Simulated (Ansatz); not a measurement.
Start from `C=C(C)[SiH3]` and change one atom or group to get `C=C([SiH3])CCl`.

Ansatz, PBE0-D4/def2-TZVP geometries, multiplicity 1. Each molecule was computed in one conformer, which needn't be the lowest.

```
                                        property  `C=C(C)[SiH3]`
              HOMO energy (PBE0/def2-TZVPP) / eV           -7.60
            HOMO–LUMO gap (PBE0/def2-TZVPP) / eV            7.38
             LUMO energy (B3LYP/def2-TZVPP) / eV           -0.44
size of the dipole moment (B3LYP/def2-TZVPP) / D            0.78
           LUMO energy (ωB97M-V/def2-TZVPP) / eV            1.87
             HOMO energy (B3LYP/def2-TZVPP) / eV           -7.38
```

(1) What does the change do to each property? (Best estimate.)

## Answers

(1) Computed: 
```tsv
property	`C=C([SiH3])CCl`	shift
HOMO energy (PBE0/def2-TZVPP) / eV	-8.04	-0.44
HOMO–LUMO gap (PBE0/def2-TZVPP) / eV	7.24	-0.14
LUMO energy (B3LYP/def2-TZVPP) / eV	-1.00	-0.56
size of the dipole moment (B3LYP/def2-TZVPP) / D	1.97	1.19
LUMO energy (ωB97M-V/def2-TZVPP) / eV	1.32	-0.55
HOMO energy (B3LYP/def2-TZVPP) / eV	-7.80	-0.42
```

With PBE0 the HOMO falls by 0.44 eV and the LUMO falls by 0.56 eV, so the gap narrows by about 0.12 eV. PBE moves the HOMO by -0.38 eV and ωB97M-V by -0.41 eV. Dipoles are sizes alone; their direction can turn.

B3LYP here is the variant with VWN-RPA as its local correlation; programs differ in this.
